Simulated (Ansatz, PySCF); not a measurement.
Molecule: 1,1-difluoro-2-methoxyethene, C₃H₄F₂O, charge 0, multiplicity 1. 
Structure (B3LYP-D3(BJ)/def2-TZVP (Ansatz, a program for electronic structure) minimum search):
```
C
C 1 1.3236
F 2 1.3203 1 125.49
F 2 1.3269 3 111.10 1 177.95
O 1 1.3602 2 121.42 3 2.86
H 1 1.0843 2 119.49 3 179.89
C 5 1.4239 1 113.89 6 44.52
H 7 1.0874 5 106.59 1 -175.83
H 7 1.0937 8 109.72 5 120.24
H 7 1.0953 8 109.39 9 119.83
```

Wanted: atomisation energy (electronic, to ground-state atoms); the coupled-cluster value holds the core correlation from cc-pwCVTZ, in kJ/mol. Cores are frozen in the correlated levels unless marked. Open shells are spin-unrestricted. Spin-orbit coupling is left out. No relativistic terms. Basis-set limits of correlation are two-point, X^-3; Hartree-Fock from the larger set. [CCSD(T)-MP2]/basis is that difference in the basis named.

Level to compare with: RI-MP2/CBS(cc-pVTZ,cc-pVQZ)+[CCSD(T)-MP2]/cc-pVTZ plus the core term (Ansatz), 4044.5 kJ/mol. It is a level with limits of its own, and the differences hold the functionals' basis error too.

Task: Rank these functionals by how close they come to RI-MP2/CBS(cc-pVTZ,cc-pVQZ)+[CCSD(T)-MP2]/cc-pVTZ, closest first: M06-2X/def2-TZVPD (PySCF); B3LYP/def2-TZVPD (Ansatz); BHLYP/def2-TZVPD (Ansatz).

Result: M06-2X/def2-TZVPD (hybrid meta-GGA, 4049.7 kJ/mol, difference 5.2), B3LYP/def2-TZVPD (global hybrid, 4003.3 kJ/mol, difference -41.2), BHLYP/def2-TZVPD (global hybrid, 3820.6 kJ/mol, difference -223.9)
